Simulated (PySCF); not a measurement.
**Spin states and ions at one geometry of [WO3F]−**

PySCF 2.14.0, RKS PBE, W def2-SVP with ECP60, O def2-SVP, F def2-SVP; non-relativistic Hamiltonian with scalar-relativistic core potentials where named; density fitting; no spin-orbit coupling; singlets restricted, open shells unrestricted. The geometry is relaxed for charge -1, singlet, vacuum (a saddle point, kept by symmetry):

```xyz
5

W    -0.0030    0.0899    0.0000
O     1.7540   -0.2464    0.0000
O    -0.0668    1.8516    0.0000
O    -1.8230   -0.2747    0.0000
F    -0.0827   -1.9645    0.0000
```

Energies count from the relaxed state; an electron taken off or put on is at rest in vacuum. Charges and spins are Mulliken's.

```csv
state,energy (eV),spin squared,charge on W1 (e),spin on W1 (e),dipole about the centre of mass (D)
"charge -1, singlet, vacuum",0.00,0.00,0.68,0.00,1.10
"charge -1, triplet, vacuum",-0.33,2.01,0.57,1.01,0.78
```

Question: What does the state charge 0, doublet, vacuum give?

Answer: energy (eV) 3.98, spin squared 0.77, charge on W1 (e) 1.13, spin on W1 (e) -0.17, dipole about the centre of mass (D) 1.20.

With an electron taken off (doublet) the charges change, summed by element, by W +0.46 e, O +0.44 e, F +0.11 e. The vertical ionisation energy is 3.98 eV, against −ε(HOMO) = 0.95 eV of the relaxed state. The level lies 3.0 eV too high, as is usual for semilocal functionals and global hybrids, which keep a self-interaction error.

Open shells may have lower solutions than those found. A restricted singlet can lie too high where a spin-broken solution exists, which wasn't tested: charge -1, singlet, vacuum. The basis has no diffuse functions, which an anion needs.

The relaxed state isn't the lowest spin state tried at its geometry. The gap of the closed shell is small, and it wasn't tested for a lower spin-broken solution at this geometry.
